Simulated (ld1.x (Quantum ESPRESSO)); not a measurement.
# C (Z = 6): from the effect back to the setting (TM)

Base potential:

ld1.x (Quantum ESPRESSO) 7.5 input, shortened:

```
&input
   title='C', zed=6., rel=1, dft='PBESOL', iswitch=3,
   config='[He] 2s2 2p1 3d-2'
 /
 &inputp
   pseudotype=2, tm=.true., lloc=-2, rcloc=0.85,
   nlcc=.true., new_core_ps=.true., rcore=1.10
 /
3
2S  1  0   2.00   0.00  1.10  1.10  0.0
2P  2  1   1.00   0.00  1.45  1.45  0.0
3D  3  2  -2.00   0.30  1.25  1.25  0.0
 &test
   configts(1)='2s2 2p1'
 /
```

Cutoffs, loose and tight: the cutoffs (Ry, on a coarse ladder) from which the occupation-weighted sum of valence levels, in a spherical-Bessel basis at the reference potential, stays within 10 and 1 mRy of its value at 400 Ry. They do not see the model core or the augmentation charge, which bear on the density cutoff. Test errors are all-electron minus pseudo excitation energies from the reference, over the configurations 2s2 2p2; 2s2 2p0; 2s1 2p0; 2s1 2p2; 2s2 2p2.3; 2s1 2p3; 2s2 2p1.5; variants that change the core or the reference have their own tests.

Only the p radius is moved:

```tsv
p radius (bohr)	cutoff, loose	cutoff, tight	bound ghosts	largest test error (meV)	median size of the test errors
0.94	80 Ry	110 Ry	none	+100	5.3 meV
1.12	60 Ry	100 Ry	none	+108	6.2 meV
1.4	45 Ry	100 Ry	none	+136	8.8 meV
1.56	40 Ry	100 Ry	none	+161	11.3 meV
1.68	40 Ry	90 Ry	none	+188	14.1 meV
1.88	40 Ry	90 Ry	none	+258	22.1 meV
2.04	35 Ry	90 Ry	none	+319	29.7 meV
2.18	35 Ry	90 Ry	none	+400	40.9 meV
```

One more run gave cutoff, loose: 55 Ry; cutoff, tight: 100 Ry; bound ghosts: none; largest test error (meV): +120; median size of the test errors: 7.3 meV. Which value of the p radius was used?

1.26 bohr. The median size of the test errors moves one way along this sweep, from 5.3 meV at 0.94 to 40.9 meV at 2.18 bohr, which places the run between 1.12 and 1.4 bohr.
